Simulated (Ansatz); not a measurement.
Consider the hydrogenolysis of the Si–O bond: `C=C(F)[SiH](O)O` + H₂ → `C=C(F)[SiH2]O` + H₂O.

Calculated with Ansatz (gas phase, PBE0-D4/def2-TZVP geometries, no zero-point term in ΔE). CBS: MP2 limit from def2 TZ/QZ plus the TZ coupled-cluster correction, frozen cores. This one scheme is used for every species. Functionals use def2-TZVPP. B3LYP here is the variant with VWN-RPA as its local correlation; programs differ in this. One conformer a species, not always the lowest.

`C=C(F)[SiH](O)O`:

```xyz
11

C    -1.578   -0.481    0.887
C    -0.623    0.380    0.580
F    -0.836    1.708    0.802
Si    1.059    0.005   -0.172
O     1.047   -1.463   -0.885
O     1.367    1.190   -1.260
H    -2.523   -0.165    1.315
H    -1.410   -1.536    0.714
H     2.112   -0.078    0.860
H     0.512   -1.568   -1.675
H     0.875    2.008   -1.165
```

H₂:

```xyz
2

H    -0.167   -0.333    0.004
H     0.167    0.333   -0.004
```

`C=C(F)[SiH2]O`:

```xyz
10

C    -0.049    0.684   -1.532
C     0.586   -0.138   -0.713
F     1.766   -0.682   -1.098
Si    0.029   -0.664    1.002
O    -1.304    0.190    1.445
H    -0.998    1.104   -1.226
H     0.347    0.942   -2.508
H    -0.363   -2.091    0.995
H     1.170   -0.449    1.931
H    -1.182    1.104    1.706
```

H₂O:

```xyz
3

O     0.362    0.138    0.034
H    -0.025   -0.607    0.498
H    -0.337    0.469   -0.533
```

```tsv
level	ΔE (kJ/mol)	difference from CCSD(T)/CBS
PBE-D4	89.2	-3.9
B2PLYP	94.0	0.9
r2SCAN	99.2	6.1
PBE0	85.2	-7.9
B3LYP	89.3	-3.8
HF/def2-TZVPP	87.0	-6.1
MP2/def2-TZVPP	98.6	5.5
SCS-MP2/def2-TZVPP	95.3	2.2
CCSD/def2-TZVPP	90.9	-2.2
CCSD(T)/def2-TZVPP	93.4	0.3
HF/def2-QZVPP	87.3	-5.8
MP2/def2-QZVPP	98.5	5.4
SCS-MP2/def2-QZVPP	95.2	2.1
HF/CBS(def2)	87.3	-5.8
MP2/CBS(def2)	98.3	5.2
CCSD/CBS(def2)	90.6	-2.5
CCSD(T)/CBS	93.1	0
```

Largest T1 diagnostic among the species: 0.012.

In def2-TZVPP, CCSD(T) changes the Hartree–Fock value by +6.3 kJ/mol (the triples alone add +2.5 kJ/mol) and MP2 by +11.6 kJ/mol. The D4 term adds +6.1 kJ/mol with B3LYP and +3.3 kJ/mol with PBE0; it sums over pairs of atoms, weighted by their polarisabilities, and B3LYP, whose exchange is more repulsive, gets the larger term.
